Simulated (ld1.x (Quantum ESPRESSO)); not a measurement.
# What the settings do to the TM potential of Sb

Base potential:

| Property | Result |
| --- | --- |
| Element | antimony (Sb) |
| Generator | ld1.x (Quantum ESPRESSO) 7.5 |
| Type | norm-conserving Troullier–Martins (Kleinman–Bylander form) |
| Functional | LDA (PZ) |
| Relativity | scalar-relativistic |
| Frozen core | [Kr] |
| Valence charge | 15 |
| Reference configuration | 4d10 5s2 5p2 (charge +1) |
| Partial waves | 5s (bound): rc 1.60 bohr; 5p (bound): rc 1.85 bohr; 4d (bound): rc 0.95 bohr |
| Local potential | all-electron potential smoothed inside 0.80 bohr (lloc = -2) |
| Core correction | Bessel-smoothed model core, default radius (core density twice the valence density) |

All-electron outer shells of the reference configuration (LDA (PZ), scalar-relativistic, ld1.x):

```json
{"shell": "4p", "level (eV)": "-110.17", "outermost node (bohr)": "0.39", "outermost maximum (bohr)": "0.76"}
{"shell": "4d", "level (eV)": "-42.09", "outermost node (bohr)": "0.38", "outermost maximum (bohr)": "0.84"}
{"shell": "5s", "level (eV)": "-20.96", "outermost node (bohr)": "0.95", "outermost maximum (bohr)": "1.86"}
{"shell": "5p", "level (eV)": "-12.23", "outermost node (bohr)": "1.04", "outermost maximum (bohr)": "2.24"}
```

Cutoffs, loose and tight: the cutoffs (Ry, on a coarse ladder) from which the occupation-weighted sum of valence levels, in a spherical-Bessel basis at the reference potential, stays within 10 and 1 mRy of its value at 400 Ry. They do not see the model core or the augmentation charge, which bear on the density cutoff. Test errors are all-electron minus pseudo excitation energies from the reference, over the configurations 4d10 5s2 5p3; 4d10 5s2 5p1; 4d10 5s2 5p0; 4d10 5s2 5p2.5; 4d10 5s0 5p5; 4d9 5s2 5p4; 4d10 5s1 5p3 (two spin-polarised tests are not counted in the largest error). A dash means not determined; rows that change the core or the reference have their own tests.

A true bound ghost makes a file unfit for plane-wave use even where its test errors are small: the radial tests pick states by their node count and pass the ghost by.

The default core radius of the base comes out at 0.61 bohr.

```tsv
change	outcome	cutoff, loose	cutoff, tight	bound ghosts	largest test error (meV)
base	generated	120 Ry	160 Ry	s, p	-272
core correction Bessel-smoothed model core inside 0.40 bohr	generated	120 Ry	160 Ry	s, p	-273
core correction Bessel-smoothed model core inside 0.44 bohr	generated	120 Ry	160 Ry	s, p	-273
core correction Bessel-smoothed model core inside 0.56 bohr	generated	120 Ry	160 Ry	s, p	-273
core correction Bessel-smoothed model core inside 0.70 bohr	generated	120 Ry	160 Ry	s, p	-272
core correction Bessel-smoothed model core inside 0.74 bohr	generated	120 Ry	160 Ry	s, p	-272
core correction Bessel-smoothed model core inside 0.86 bohr	generated	120 Ry	160 Ry	s, p	-272
core correction Bessel-smoothed model core inside 0.94 bohr	generated	120 Ry	160 Ry	s, p	-273
core correction Bessel-smoothed model core inside 1.04 bohr	generated	120 Ry	160 Ry	s, p	-273
core correction Bessel-smoothed model core inside 1.14 bohr	generated	120 Ry	160 Ry	s, p	-273
```

**Question.** What comes out with this change to the base: core correction none?

**Answer.** outcome: generated; cutoff, loose: 120 Ry; cutoff, tight: 160 Ry; bound ghosts: s, p; largest test error (meV): -223.
